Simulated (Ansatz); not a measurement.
`BCC#CF` → B• + 3 C• + F• + 4 H•  (atomization)

Program: Ansatz. Geometries: PBE0-D4/def2-TZVP. ΔE: electronic, gas phase. CCSD(T)/CBS is the MP2 limit (def2-TZVPP, def2-QZVPP) plus CCSD(T) − MP2 in def2-TZVPP, frozen cores. This one scheme is used for every species, atoms too. DFT in def2-TZVPP. Open shells (•) are unrestricted, without spin–orbit coupling. Spin–orbit coupling would lower the free atoms: a little for B, C, F.

| species | ωB97M-V energy (Eh) |
| --- | --- |
| `BCC#CF` | -241.29748 |
| B• | -24.64963 |
| C• | -37.84639 |
| F• | -99.74527 |
| H• | -0.49411 |

(1) Work out ΔE.

Largest T1 diagnostic among the species: 0.014.

Results:

(1) ΔE = 4 × (-0.49411) + 3 × (-37.84639) + (-24.64963) + (-99.74527) − (-241.29748) = 1.38697 Eh = +3641.5 kJ/mol. CCSD(T)/CBS gives +3606.6 kJ/mol.

The D4 term adds +21.4 kJ/mol with B3LYP and +11.2 kJ/mol with PBE0; it sums over pairs of atoms, weighted by their polarisabilities, and B3LYP, whose exchange is more repulsive, gets the larger term. In def2-TZVPP, CCSD(T) changes the Hartree–Fock value by +862.1 kJ/mol (the triples alone add +62.7 kJ/mol) and MP2 by +970.4 kJ/mol; breaking electron pairs costs correlation energy, which Hartree–Fock lacks.

B3LYP here is the variant with VWN-RPA as its local correlation; programs differ in this.

For atomizations the MP2-based limit and the directly extrapolated one differ by several kJ/mol either way, and by 10 to 25 for some Ge, Se and Sn compounds, so smaller differences from it don't rank the levels.
